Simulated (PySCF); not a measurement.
Ni(CO)2 (C2NiO2), SMILES [O+]#[C-]->[Ni]<-[C-]#[O+], multiplicity 1. Atoms are numbered in the order given.

```xyz
5

Ni     0.0000     0.0000    -0.4845
O      0.0000    -2.6132     0.7393
C      0.0000    -1.6313     0.1448
O      0.0000     2.6132     0.7393
C      0.0000     1.6313     0.1448
```
Charge 0, spin multiplicity 1.

Coordinates come from a B3LYP-D3(BJ)/def2-SVP optimisation. The multiplicity is an assumed one; other spin states were not compared.

Calculation: TDA-PBE/def2-SVPD run with PySCF 2.14.0.

Vertical excitations. Gas-phase values at a fixed geometry. State labels are in the subgroup C2v.

```json
[
 {"state": "S1", "symmetry": "B1", "energy (eV)": "2.34", "λ (nm)": "531", "f": "0.007", "main pairs": "HOMO→LUMO 68 %, HOMO−1→LUMO+1 30 %"},
 {"state": "S2", "symmetry": "A1", "energy (eV)": "2.34", "λ (nm)": "531", "f": "0.004", "main pairs": "HOMO→LUMO+1 76 %, HOMO−1→LUMO 24 %"},
 {"state": "S3", "symmetry": "B1", "energy (eV)": "2.54", "λ (nm)": "489", "f": "0.006", "main pairs": "HOMO−1→LUMO+1 65 %, HOMO→LUMO 23 %, HOMO−2→LUMO 12 %"},
 {"state": "S4", "symmetry": "A1", "energy (eV)": "2.69", "λ (nm)": "461", "f": "0.002", "main pairs": "HOMO−1→LUMO 58 %, HOMO→LUMO+1 22 %, HOMO−2→LUMO+1 18 %"},
 {"state": "S5", "symmetry": "B1", "energy (eV)": "3.02", "λ (nm)": "410", "f": "0.034", "main pairs": "HOMO−2→LUMO 86 %"},
 {"state": "S6", "symmetry": "A2", "energy (eV)": "3.04", "λ (nm)": "408", "f": "0.000", "main pairs": "HOMO−3→LUMO 99 %"},
 {"state": "S7", "symmetry": "B2", "energy (eV)": "3.18", "λ (nm)": "389", "f": "0.005", "main pairs": "HOMO−3→LUMO+1 59 %, HOMO−4→LUMO 41 %"},
 {"state": "S8", "symmetry": "A2", "energy (eV)": "3.38", "λ (nm)": "366", "f": "0.000", "main pairs": "HOMO−4→LUMO+1 99 %"},
 {"state": "S9", "symmetry": "A1", "energy (eV)": "3.53", "λ (nm)": "351", "f": "0.057", "main pairs": "HOMO−2→LUMO+1 73 %, HOMO−1→LUMO 12 %"},
 {"state": "S10", "symmetry": "B2", "energy (eV)": "3.98", "λ (nm)": "311", "f": "0.078", "main pairs": "HOMO−1→LUMO+2 35 %, HOMO−4→LUMO 33 %, HOMO−3→LUMO+1 22 %, HOMO−2→LUMO+3 7 %"},
 {"state": "T1", "symmetry": "B1", "energy (eV)": "2.00", "λ (nm)": "619", "f": "0", "main pairs": "HOMO→LUMO 99 %"},
 {"state": "T2", "symmetry": "A1", "energy (eV)": "2.10", "λ (nm)": "591", "f": "0", "main pairs": "HOMO−1→LUMO 87 %"},
 {"state": "T3", "symmetry": "A1", "energy (eV)": "2.14", "λ (nm)": "578", "f": "0", "main pairs": "HOMO→LUMO+1 88 %"},
 {"state": "T4", "symmetry": "B1", "energy (eV)": "2.25", "λ (nm)": "552", "f": "0", "main pairs": "HOMO−1→LUMO+1 94 %"}
]
```
Triplets are in the Tamm–Dancoff approximation.
